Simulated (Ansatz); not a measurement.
VCl3 was relaxed with r2SCAN-D4 (def2-SVP, def2-SVPD) in Ansatz in these states: charge -1 quartet, neutral triplet. The geometries follow in no particular order.

A:

Cartesian coordinates in Å:
```
V -0.050 0.005 0.023
Cl -2.006 0.201 0.898
Cl 1.593 1.332 0.480
Cl 0.463 -1.537 -1.401
```

B:

```xyz
4

V    -0.1245   -0.2730    0.0138
Cl   -0.9734    0.5075   -1.9869
Cl   -1.0070    0.6413    1.9425
Cl    2.1050   -0.8758    0.0306
```

Judge from the bond lengths which geometry belongs to which state (an estimate).

A is the neutral triplet (V1–Cl2 2.152 Å, V1–Cl4 2.161 Å, V1–Cl3 2.161 Å); B is the charge -1 quartet (V1–Cl2 2.309 Å, V1–Cl4 2.310 Å, V1–Cl3 2.310 Å).
